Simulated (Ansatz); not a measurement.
Stepwise reaction of `[OH][Ge]([OH])([Cl])[Cl]` with hydrogen, as a gas-phase model of exchange steps in deposition or etching. ΔE in kJ/mol; ΔG adds harmonic PBE0-D4 terms to CCSD(T)/CBS, at 1 bar.

Calculated with Ansatz (gas phase, PBE0-D4/def2-TZVP geometries, no zero-point term in ΔE). CCSD(T)/CBS adds triple-zeta CCSD(T) − MP2 to the extrapolated MP2 energy (def2 sets, frozen cores). This one scheme is used for every species. DFT in def2-TZVPP. B3LYP here is the variant with VWN-RPA as its local correlation; programs differ in this. For Ge outer-core shells are correlated without core-valence functions, which leaves a few kJ/mol of doubt a bond. Scalar relativity is left out up to krypton. One conformer a species, not always the lowest.

```
step                                             reaction  PBE-D4  B3LYP-D4  ωB97M-V  CCSD(T)/CBS  ΔG(400 K)
   2  `[OH][GeH]([Cl])[Cl]` + H₂ → `[Cl][GeH2][Cl]` + H₂O    22.1      23.0     22.3         19.6       22.4
```

(1) Give the row of step 1, `[OH][Ge]([OH])([Cl])[Cl]` + H₂ → `[OH][GeH]([Cl])[Cl]` + H₂O. (Best estimate.)

(2) By hand: ΔE of the 2 steps together at CCSD(T)/CBS.

Answers

(1) Ansatz gave: 
| step | reaction | PBE-D4 | B3LYP-D4 | ωB97M-V | CCSD(T)/CBS | ΔG(400 K) |
| --- | --- | --- | --- | --- | --- | --- |
| 1 | `[OH][Ge]([OH])([Cl])[Cl]` + H₂ → `[OH][GeH]([Cl])[Cl]` + H₂O | 13.3 | 15.5 | 15.7 | 14.0 | 16.3 |

(2) (14.0) + (19.6) = 33.6 kJ/mol, or 16.8 kJ/mol a step.

In ΔE each step is higher than the one before. All are uphill at CCSD(T)/CBS. ΔG lies between 16.3 and 22.4 kJ/mol a step. PBE-D4 differs from CCSD(T)/CBS by -0.7 to 2.5 kJ/mol a step. Isolated molecules leave out the surface, adducts and barriers. Largest T1 diagnostic: 0.011.
